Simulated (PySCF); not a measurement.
An unknown gives this computed stick spectrum. Theory: PySCF 2.14.0, density-fitted response routines, TDDFT wB97X-D/def2-SVPD, vertical, gas phase, core orbitals frozen in the response. Geometries: PBE0-D3(BJ)/def2-SVP, one conformer each.

```csv
state,E (eV),f,"main configurations (H = HOMO, L = LUMO)"
S1,5.92,0.060,"H→L (46%), H-1→L (45%)"
S2,6.23,0.027,"H-2→L (52%), H-1→L (24%), H→L (17%)"
S3,6.81,0.041,"H-2→L (38%), H-1→L (24%), H→L (23%)"
S4,7.21,0.024,"H-3→L (56%), H→L+1 (20%)"
S5,7.36,0.118,"H→L+1 (36%), H→L+2 (22%), H-3→L (16%)"
S6,8.04,0.0012,"H→L+2 (43%), H-3→L (10%), H-1→L+2 (10%)"
S7,8.21,0.0049,"H→L+4 (41%), H→L+3 (23%), H-1→L+2 (10%)"
S8,8.23,0.068,"H-4→L (66%), H-1→L+2 (9%)"
S9,8.30,0.0050,"H-1→L+1 (46%), H→L+3 (12%), H→L+1 (8%)"
S10,8.44,0.036,"H-1→L+2 (29%), H→L+4 (15%), H-4→L (13%)"
```

Question: Which structure fits? All have the formula C3H11B2N.
A. `CBNB(C)C`
B. `BNBC(C)C`
C. `BN(B)C(C)C`
D. `CBCBNC`

Answer: D. Its S1, at 5.92 eV, is the lowest among the candidates; the nearest of the others has S1 at 6.20 eV. S1 is HOMO→LUMO (46%), HOMO-1→LUMO (45%). Löwdin shares by element: HOMO nitrogen 45%, carbon 21% or more, boron 9% or more (atoms not listed hold the other 24%); LUMO boron 47%, carbon 25% or more (atoms not listed hold the other 28%). At the same level the other candidates give, for their lowest levels:
- `BN(B)C(C)C`: 6.20 eV (f 0.001); 6.60 eV (f 0.000); 6.66 eV (f 0.173); 7.42 eV (f 0.014); 8.02 eV (f 0.000); T1 5.62 eV; HOMO -10.52, LUMO 0.69 eV
- `BNBC(C)C`: 6.20 eV (f 0.003); 6.59 eV (f 0.000); 7.42 eV (f 0.436); 7.66 eV (f 0.038); 8.14 eV (f 0.001); T1 5.77 eV; HOMO -10.15, LUMO 0.88 eV
- `CBNB(C)C`: 6.76 eV (f 0.000); 6.93 eV (f 0.000); 7.29 eV (f 0.396); 7.93 eV (f 0.016); 8.26 eV (f 0.017); T1 6.32 eV; HOMO -10.47, LUMO 1.36 eV

The values belong to the conformer `[CH3:1][BH:2][CH2:3][BH:4][NH:5][CH3:6]`: C1–B2–C3–B4 -85°, B2–C3–B4–N5 -92°, C3–B4–N5–C6 179°.
Triplets come from the Tamm–Dancoff approximation.
